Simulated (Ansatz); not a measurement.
H₃NSe₂ (SMILES N[Se][SeH]), singlet, geometry from GFN2-xTB; SC-NEVPT2/STO-3G, CASSCF(4,3) (Ansatz, a quantum-chemistry and plane-wave program).

Input for Ansatz:
Ansatz 0.2 input:
```yaml
crystal:
  periodic: [false, false, false]
  atoms:
    - {symbol: Se, position_ang: [0.44777387, 0.67555759, 0.61423992]}
    - {symbol: N, position_ang: [2.11799231, 0.32882371, -0.05355650]}
    - {symbol: H, position_ang: [2.22080366, 0.57567365, -1.03172447]}
    - {symbol: H, position_ang: [2.42204319, -0.62756101, 0.09250373]}
    - {symbol: Se, position_ang: [-0.99193772, -0.68766937, -0.58469030]}
    - {symbol: H, position_ang: [-0.96722179, -1.83807801, 0.30942890]}
basis:
  gaussian:
    orbitals: STO-3G
magnetization: {spin_polarized: false}
correlation: {method: sc_nevpt2, electrons: all, active_space: {window: {electrons: 4, orbitals: 3}}}
```

It wrote (shortened):

```
Functional definition: HF
472 factors; integrals over basis functions are off by at most 2.2e-5 eV
mean field evaluation 1: about -130684.3822 eV, gradient 9.9e0 eV
mean field evaluation 2: about -130684.4427 eV, gradient 1.0e1 eV
mean field evaluation 4: about -130684.9483 eV, gradient 6.0e-1 eV
mean field evaluation 8: about -130684.9515 eV, gradient 2.6e-6 eV
mean field -130684.95145154 eV, -4802.5833844026 hartree, gradient 1.3e-6 eV, S^2 0.000000; 0 other end points of the search recorded, 0 dependent functions left out
reference -130684.95145154 eV, -4802.5833844026 hartree; 39, 39 occupied and 5, 5 virtual orbitals, 472 factors
state -130685.47851994 eV, -4802.6027538087 hartree
state -130685.47851994 eV, -4802.6027538087 hartree; corrected -130687.41587088 eV, -4802.6739501428 hartree
state -130685.37055752 eV, -4802.5987862633 hartree
state -130685.37055752 eV, -4802.5987862633 hartree; corrected -130687.42131620 eV, -4802.6741502547 hartree
state -130685.37055752 eV, -4802.5987862633 hartree; corrected -130687.42131620 eV, -4802.6741502547 hartree
the orbitals are reached from a further start. From the first start the search ends at -130685.47851005 eV, -4802.6027534454 hartree
WARN: the results are in doubt because another end's mean lies 0.108 eV lower, and its corrected mean 0.005 eV higher
Total energy: -130687.42131620 eV, -4802.6741502547 hartree
In doubt: another end's mean lies 0.108 eV lower, and its corrected mean 0.005 eV higher
```
